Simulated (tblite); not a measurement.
C5H8N2OSi.
SMILES with atom numbers: `[CH2:1]=[N:2][SiH2:3][O:4]/[C:5]([C:6]#[N:7])=[CH:8]/[CH3:9]` (hydrogens: H10, H11 on C1; H12, H13 on Si3; H14 on C8; H15, H16, H17 on C9)

Computed with GFN2-xTB (tblite), gas phase: L-BFGS steps from a force-field or distance-geometry start until the largest atomic force falls under 0.01 eV/Å.

Step 0: E = -717.9896 eV
```
atom  x, y, z in Å  |  force x, y, z in eV/Å
C1      3.0119    0.9837   -0.4928   -0.893   0.980   1.215
N2      2.3274    1.1144    0.5905    1.398  -0.940  -2.073
Si3     1.7748   -0.3590    1.3412   -0.438  -0.144   0.491
O4      0.1071   -0.2918    1.3668    0.614  -0.149  -0.917
C5     -0.7102   -0.2591    0.2491    0.326   0.019   0.006
C6     -0.1815   -0.3795   -1.0901    0.741  -0.142  -0.746
N7      0.2747   -0.4906   -2.1556   -0.904   0.222   1.957
C8     -2.0242   -0.1104    0.4556   -0.522  -0.029  -0.279
C9     -3.1130   -0.0505   -0.5731   -0.037   0.318   0.271
H10     3.2402    0.0291   -0.9888   -0.004   0.347   0.211
H11     3.3761    1.8927   -0.9947   -0.164  -0.380   0.238
H12     2.2193   -1.5267    0.5513   -0.184   0.071   0.156
H13     2.3016   -0.4369    2.7224   -0.532   0.139  -0.473
H14    -2.3674   -0.0329    1.4797    0.115   0.010  -0.008
H15    -3.8351   -0.8513   -0.4057    0.055   0.046   0.077
H16    -2.7557   -0.1244   -1.5894    0.270  -0.051  -0.164
H17    -3.6531    0.9054   -0.4760    0.159  -0.318   0.037
```

Step 1: E = -718.0127 eV
```
atom  x, y, z in Å  |  force x, y, z in eV/Å
C1      2.9991    0.9977   -0.4754    1.151  -0.025  -2.038
N2      2.3474    1.1009    0.5607   -0.848  -0.633   1.478
Si3     1.7685   -0.3610    1.3482   -0.119   0.028   0.060
O4      0.1159   -0.2938    1.3537    0.416  -0.095  -0.647
C5     -0.7055   -0.2588    0.2492   -0.343   0.061  -0.309
C6     -0.1709   -0.3817   -1.1008   -1.639   0.435   4.734
N7      0.2618   -0.4875   -2.1276    1.372  -0.334  -3.414
C8     -2.0317   -0.1108    0.4516    0.403  -0.081  -0.087
C9     -3.1135   -0.0460   -0.5693   -0.012   0.006  -0.143
H10     3.2402    0.0340   -0.9858    0.003   0.524   0.214
H11     3.3738    1.8871   -0.9914   -0.104  -0.093   0.145
H12     2.2167   -1.5257    0.5536   -0.167   0.061   0.160
H13     2.2940   -0.4348    2.7156   -0.465   0.161  -0.282
H14    -2.3657   -0.0327    1.4796    0.093   0.006  -0.033
H15    -3.8344   -0.8506   -0.4046    0.059   0.074   0.062
H16    -2.7518   -0.1252   -1.5917    0.175  -0.018   0.045
H17    -3.6508    0.9009   -0.4756    0.026  -0.078   0.053
```

Step 2: E = -718.1058 eV
```
atom  x, y, z in Å  |  force x, y, z in eV/Å
C1      3.0021    1.0036   -0.4829    0.836  -0.369  -1.509
N2      2.3498    1.0904    0.5588   -0.720  -0.458   1.282
Si3     1.7649   -0.3616    1.3517    0.099  -0.019  -0.190
O4      0.1228   -0.2954    1.3433    0.122  -0.062  -0.432
C5     -0.7060   -0.2582    0.2469   -0.391   0.083   0.229
C6     -0.1784   -0.3793   -1.0705    0.794  -0.163  -1.343
N7      0.2663   -0.4886   -2.1407   -0.810   0.202   1.854
C8     -2.0320   -0.1116    0.4492    0.253  -0.037   0.085
C9     -3.1138   -0.0439   -0.5686    0.074  -0.142  -0.248
H10     3.2402    0.0400   -0.9829    0.059   0.432   0.089
H11     3.3720    1.8841   -0.9888    0.005   0.231  -0.020
H12     2.2143   -1.5248    0.5557   -0.156   0.029   0.165
H13     2.2873   -0.4328    2.7106   -0.419   0.158  -0.123
H14    -2.3643   -0.0326    1.4793    0.098   0.001  -0.068
H15    -3.8336   -0.8498   -0.4037    0.055   0.074   0.057
H16    -2.7489   -0.1256   -1.5924    0.136  -0.005   0.109
H17    -3.6497    0.8983   -0.4750   -0.037   0.045   0.062
```

Step 3: E = -718.1273 eV
```
atom  x, y, z in Å  |  force x, y, z in eV/Å
C1      3.0154    1.0000   -0.5071   -1.068  -0.016   1.620
N2      2.3395    1.0818    0.5775    1.131  -0.262  -1.655
Si3     1.7653   -0.3619    1.3501    0.033  -0.259  -0.121
O4      0.1263   -0.2966    1.3350   -0.006  -0.063  -0.303
C5     -0.7116   -0.2570    0.2485    0.160   0.009   0.058
C6     -0.1743   -0.3798   -1.0697    0.104  -0.006   0.059
N7      0.2609   -0.4872   -2.1295   -0.192   0.055   0.446
C8     -2.0280   -0.1124    0.4497   -0.265   0.019   0.069
C9     -3.1130   -0.0453   -0.5719    0.101  -0.050  -0.035
H10     3.2409    0.0474   -0.9808    0.155   0.044  -0.133
H11     3.3715    1.8861   -0.9883    0.085   0.422  -0.142
H12     2.2117   -1.5242    0.5584   -0.129  -0.050   0.135
H13     2.2802   -0.4302    2.7077   -0.393   0.134  -0.039
H14    -2.3627   -0.0325    1.4784    0.083   0.001  -0.049
H15    -3.8327   -0.8486   -0.4027    0.044   0.038   0.043
H16    -2.7464   -0.1258   -1.5911    0.153  -0.015   0.007
H17    -3.6499    0.8983   -0.4740    0.004  -0.002   0.040
```

Q: Estimate the geometry and energy of step 4. (The exact step hangs on the optimiser's Hessian estimate; all steps are aligned on step 3, rigid shifts and turns removed.)

A: E = -718.1673 eV, largest force 0.491 eV/Å
```
atom  x, y, z in Å  |  force x, y, z in eV/Å
C1      3.0091    0.9998   -0.4988   -0.171   0.073   0.230
N2      2.3475    1.0765    0.5666    0.290  -0.226  -0.326
Si3     1.7652   -0.3643    1.3491    0.040  -0.148  -0.172
O4      0.1277   -0.2976    1.3294    0.037  -0.047  -0.157
C5     -0.7115   -0.2566    0.2491    0.015   0.018   0.042
C6     -0.1734   -0.3797   -1.0656    0.015   0.012   0.153
N7      0.2586   -0.4866   -2.1247   -0.089   0.030   0.219
C8     -2.0295   -0.1124    0.4501   -0.132   0.007   0.027
C9     -3.1120   -0.0458   -0.5728    0.067  -0.017  -0.001
H10     3.2424    0.0500   -0.9813    0.160   0.050  -0.149
H11     3.3719    1.8900   -0.9892   -0.010   0.214  -0.020
H12     2.2098   -1.5244    0.5604   -0.103  -0.102   0.102
H13     2.2744   -0.4282    2.7062   -0.371   0.139   0.001
H14    -2.3615   -0.0325    1.4777    0.051   0.005   0.003
H15    -3.8320   -0.8479   -0.4020    0.035   0.023   0.032
H16    -2.7441   -0.1260   -1.5908    0.153  -0.017  -0.009
H17    -3.6497    0.8980   -0.4734    0.015  -0.016   0.025
```

The energy changes by -0.0400 eV. The first-order estimate −F·Δx gives -0.0607 eV and the mean of the old and new forces, exact on a quadratic surface, -0.0396 eV. The step makes an angle of 24° with the force vector and moves no atom by more than 0.015 Å.

What follows is the cost of the whole relaxation. Hardware: an Arm Neoverse N1 with one thread, no GPU, shared host. Cost: 0.96 s wall.
